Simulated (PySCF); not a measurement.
**C$_{5}$H$_{10}$N$_{2}$Si$_{2}$: full NMR table**

- Formula: C5H10N2Si2
- SMILES: [SiH3]N[SiH2]c1ccccn1
- Point group of the computed structure: C1
- Degrees of unsaturation: 4
- Carbon signals: 5
- Proton signals: 7

Atom-mapped SMILES (the numbers label the heavy atoms): `[SiH3:1][NH:2][SiH2:3][c:4]1[cH:5][cH:6][cH:7][cH:8][n:9]1`. Hydrogens are named by the atom that carries them.

[PySCF 2.14.0 with density-fitted response routines: PBE0/pcSseg-1 with gauge-including orbitals; structure optimised with GFN2-xTB; in vacuum; relativity neglected; one conformer; fast rotation and ring inversion assumed for equivalent nuclei]

Chemical shifts δ = σref − σ; 1H, 13C, 29Si vs TMS; 15N vs NH3, all at this level.

```tsv
carbon	δC, type	δH (multiplicity)	HMBC from (2–3 bonds)	span of the C tensor (ppm)
C4	165.9, C	–	H(C8), H(C6), H(C5), H(Si3)	246
C5	136.2, CH	7.73 (d)	H(C6), H(C7), H(Si3)	247
C6	140.0, CH	7.92 (m)	H(C8), H(C5), H(C7)	252
C7	128.7, CH	7.45 (m)	H(C8), H(C6), H(C5)	233
C8	155.4, CH	9.08 (d)	H(C6), H(C7)	229
```

Other nuclei:
```tsv
atoms	nucleus	environment	δ (ppm)	σ (ppm)
H(Si3)	1H	hydrogen on a silicon bonded to C, N	5.36	26.35
H(Si1)	1H	hydrogen on a silicon bonded to N	4.91	26.81
H(N2)	1H	hydrogen on a nitrogen bonded to 2 Si	1.41	30.30
Si3	29Si	silicon bonded to C, N, 2 H	-46.7	395.9
Si1	29Si	silicon bonded to N, 3 H	-57.9	407.1
N9	15N	pyridine-type ring nitrogen	368.2	-100.5
N2	15N	nitrogen bonded to 2 Si, H	-11.2	278.9
```

Carbon types of the structure: 1 × C, 4 × CH, leaving 6 H on heteroatoms. δC 165.9: substituted aromatic carbon next to a ring nitrogen. δC 155.4: aromatic CH next to a ring nitrogen; the adjacent pyridine-type nitrogen withdraws density from it. δC 140.0, 136.2, 128.7: aromatic CH; the aromatic region. δH 9.08: hydrogen on an aromatic CH next to a ring nitrogen; ring current plus the neighbouring ring nitrogen. δH 1.41: hydrogen on a nitrogen bonded to 2 Si; exchangeable; this is the value without hydrogen bonding to other molecules.

The OH or NH signal is concentration- and solvent-dependent in practice; the value given is the gas-phase one. Shifts are as computed. Against solution values, carbons near 30 ppm lie about +3 ppm off and those near 130 ppm about +5 ppm. Of 1309 compounds with measured shifts, 239 miss one by over three times the rms of a fit or turn the order of signals round; such compounds aren't used in these exercises. Experimental scales use liquid or dissolved standards, which lie at an offset from isolated NH3 (liquid NH3: subtract about 20 ppm). Unscaled 15N shifts of sp2 nitrogen come out 20 to 40 ppm too high even then. Multiplicities follow the n + 1 count of equivalent neighbours, as no J values were calculated; m marks all less simple cases, F and P coupling included.
